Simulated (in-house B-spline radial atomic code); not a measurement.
A calculation on Ru⁺ (an excited or competing configuration): its settings, and results tabulated from the run. Level of theory: non-relativistic LDA VWN5, spin-polarised, spherical fractional occupations, point nucleus; calculated with a B-spline radial code for spherical atoms.

Command:
```bash
python run_scf.py task.json out
```
Settings:
```
Z                44
configuration    [Ar] 3d10 4s2 4p5 4d7 5p1
hamiltonian      nr
method           lda,vwn
spin_polarised   True
```

Output (hartree, bohr):
```
 radial grid: 63 intervals, B-splines of order 8, outer radius 60 bohr

 iter        energy (Eh)    residual
    1       -4427.041856    4.35e-01
    2       -4430.834972    3.93e-01
    3       -4436.791306    7.22e-02
    4       -4437.019809    2.05e-02
    5       -4437.038411    8.60e-03
    6       -4437.040419    2.51e-03
    7       -4437.040466    1.51e-03
    8       -4437.040577    2.41e-05
    9       -4437.040577    3.04e-06
   10       -4437.040577    3.10e-07

 total energy                     -4437.04058
 kinetic                            4434.1421
 electron-nucleus                 -10547.1392
 Hartree                            1802.0238
 exchange-correlation               -126.0673

 orbital      occ     eigenvalue          <r>       <r^2>       <1/r>       r_max
 1s up      1.000      -783.5096    0.0346631  0.00160762     43.4392     0.02293
 1s down    1.000      -783.5010    0.0346629   0.0016076     43.4394     0.02293
 2s up      1.000      -111.1004      0.15104   0.0268097     9.82767      0.1279
 2s down    1.000      -111.0771     0.151032   0.0268071     9.82824      0.1278
 2p up      3.000      -102.9009     0.129208   0.0203326      9.8322      0.1003
 2p down    3.000      -102.8796     0.129201   0.0203302     9.83265      0.1003
 3s up      1.000       -19.9262     0.415709    0.197639      3.4429      0.3734
 3s down    1.000       -19.9041     0.415519    0.197412     3.44374      0.3735
 3p up      3.000       -16.7059     0.408911    0.194242     3.35812      0.3601
 3p down    3.000       -16.6819     0.408678    0.193959     3.35911      0.3601
 3d up      5.000       -10.7570     0.383921    0.176369     3.19284      0.3007
 3d down    5.000       -10.7287     0.383568    0.175937     3.19431      0.3008
 4s up      1.000        -3.1845      1.03963     1.22444     1.31268      0.9362
 4s down    1.000        -3.0700       1.0396     1.22545     1.31413      0.9344
 4p up      3.000        -2.2139      1.12455      1.4479     1.19996      0.9871
 4p down    2.000        -2.0999      1.12667     1.45544     1.19921      0.9856
 4d up      5.000        -0.7035      1.49775     2.68979    0.893589       1.171
 4d down    2.000        -0.6008      1.53317     2.84096    0.877798       1.177
 5p up      1.000        -0.3064       3.5604     14.3911    0.355935       3.048
```

Run time, properties included: 0.11 s on 1 thread of Arm Neoverse V1 (shared host).
